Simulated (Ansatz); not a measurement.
Molecule: PH4 (charge -1, singlet). Whether it binds its extra electron was not tested at this geometry. 
Structure (B3LYP-D3(BJ)/def2-TZVP (Ansatz, a program for electronic structure) minimum search):
SMILES: [H][P@TB5-]([H])([H])[H]
```xyz
5

P     -0.0900    -0.0022     0.0787
H     -0.1334     0.0276    -1.3351
H      1.3057     0.0005     0.3104
H      0.0798     1.7023    -0.0417
H      0.0981    -1.6980    -0.1137
```
Charge -1, spin multiplicity 1.

Basis-set convergence of Hartree-Fock and CCSD(T) correlation energies (hartree) with Ansatz. Correlated levels leave the core frozen unless marked. No spin-orbit coupling. No relativistic terms.

```csv
basis,functions,E(HF),"E(corr, CCSD(T))"
aug-cc-pV(D+d)Z,68,-342.95895,-0.22593
aug-cc-pV(T+d)Z,147,-342.97360,-0.26230
aug-cc-pV(Q+d)Z,273,-342.97722,-0.27177
```

Extrapolating the two largest sets (X = 3 and 4) as X^-3: E(corr) = (64·(-0.27177) - 27·(-0.26230))/37 = -0.2787 Eh, an estimate of the basis-set limit. The largest set recovers 97.5 % of it, the smallest 81.1 %.
